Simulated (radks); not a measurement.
Spherical quantum dot in the effective-mass picture: electrons in a hard-walled sphere of radius 3.76, all in effective atomic units (hartree* = m*/eps^2 hartree, bohr* = eps/m* bohr), one dielectric constant everywhere. Method: non-relativistic Kohn-Sham, PBE, spin-polarised, spherical densities; computed with a radial shooting solver with Libxc functionals. Levels are named by radial order and angular momentum (1s, 1p, 1d, 2s, ...), and open shells are averaged over m.

N = 9, configuration 1s2 1p6 1d(up 1, down 0). This is the lowest configuration that the search found. Occupied and some empty levels:

level,occupation,eigenvalue (hartree*),<r> (bohr*)
1s up,1,3.4194,2.303
1s down,1,3.4381,2.290
1p up,3,3.6531,2.471
1p down,3,3.6752,2.464
1d up,1,4.0210,2.595
1d down,0,4.0454,2.591
1f up,0,4.5033,2.691
1f down,0,4.5292,2.689
2s up,0,4.5667,1.744
2s down,0,4.5728,1.748
2p up,0,5.2129,1.988
2p down,0,5.2226,1.989

Energy (hartree*): total 18.7422, kinetic 6.8032, external 0, Hartree 15.046, exchange-correlation -3.1068.
